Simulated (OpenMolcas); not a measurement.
## F³⁺: effect of the active space

```json
{
  "Program": "OpenMolcas 26.06",
  "Method": "CASSCF or its RAS form",
  "Basis": "ANO-RCC-VQZP",
  "Scalar Hamiltonian": "DKH2, point nucleus",
  "Spin-orbit coupling": "state interaction with AMFI integrals over the reference wave functions, term energies averaged over their components"
}
```

A. 2 electrons in 3 orbitals (2p); 2S+1 = 3 even, 3 roots; 2S+1 = 1 even, 6 roots; cost of the order of 1.9 core-seconds
B. 4 electrons in 4 orbitals (2s 2p); 2S+1 = 3 even, 3 roots; 2S+1 = 1 even, 6 roots; 2S+1 = 5 odd, 1 root; 2S+1 = 3 odd, 9 roots; 2S+1 = 1 odd, 8 roots; cost about 11 core-seconds
C. 4 electrons in 8 orbitals (2s 2p 3s 3p); 2S+1 = 3 even, 3 roots; 2S+1 = 1 even, 6 roots; 2S+1 = 5 odd, 1 root; 2S+1 = 3 odd, 9 roots; 2S+1 = 1 odd, 8 roots; cost roughly 14 core-seconds
D. 2 electrons in 9 orbitals (RAS2 2p; RAS3 3s 3d, at most 1 electron); 2S+1 = 3 even, 3 roots; 2S+1 = 1 even, 6 roots; cost of the order of 13 core-seconds
E. 4 electrons in 9 orbitals (RAS2 2s 2p; RAS3 3d, at most 2 electrons); 2S+1 = 3 even, 3 roots; 2S+1 = 1 even, 6 roots; 2S+1 = 5 odd, 1 root; 2S+1 = 3 odd, 9 roots; 2S+1 = 1 odd, 8 roots; cost of the order of 21 core-seconds

Energies in cm-1 above 2s2 2p2 3P0, the measured ground level; measured values from Moore, Atomic Energy Levels, vol. I, NSRDS-NBS 35 (1971 reprint of NBS Circular 467, 1949).

```
      Level      A      B      C      D      E  Measured
2s2 2p2 3P0    0.0    0.0    0.0    0.0    0.0       0.0
2s2 2p2 3P1    222    216    217    222    214       225
2s2 2p2 3P2    653    631    634    653    627       613
2s2 2p2 1D2  27882  27881  27946  27882  27394     25241
2s2 2p2 1S0  68610  50977  49630  68610  57237     53544
```

Deviations, from unrounded energies. A percentage is the sum of absolute deviations over the sum of measured energies, with the sign that they share, or ± where signs differ.

```csv
Against measurement,Levels,A,B,C,D,E
mean absolute deviation (cm-1),4,4400,1300,1700,4400,1500
fine structure of the ground term (%),2,±5.1,±3.2,±3.5,±5.1,±3.0
other terms of the ground configuration (%),2,+22.5,±6.6,±8.4,+22.5,+7.4
```

B lies closest to measurement on these levels and A furthest from it. The largest miss of B in the table is 2s2 2p2 1D2, by +2600 cm-1. The ranking rests on the paired levels alone, and a cruder setting can come out closer through cancelling errors.

Among A to E the level of the table that moves most is 2s2 2p2 1S0, by 19000 cm-1 (lowest in C, highest in A).

With the s shell closed, the reference lacks s² → p² mixing (holds for A; D). Active for correlation alone: 3p 3s; no level in the range computed is led by a configuration that fills them, so any true level of that kind is missing (holds for C). Active for correlation alone: 3d; no level in the range computed is led by a configuration that fills it, so any true level of that kind is missing (holds for E). Measured partners are found by configuration, term and J. A level has none where our copy of the source lacks it or the pairing is in doubt (some pairs that miss far off the trend of their configuration count as doubtful), and it then counts in no deviation. Only configurations of the active space appear. Levels that lie high or do not pair safely by name in every column are left out.
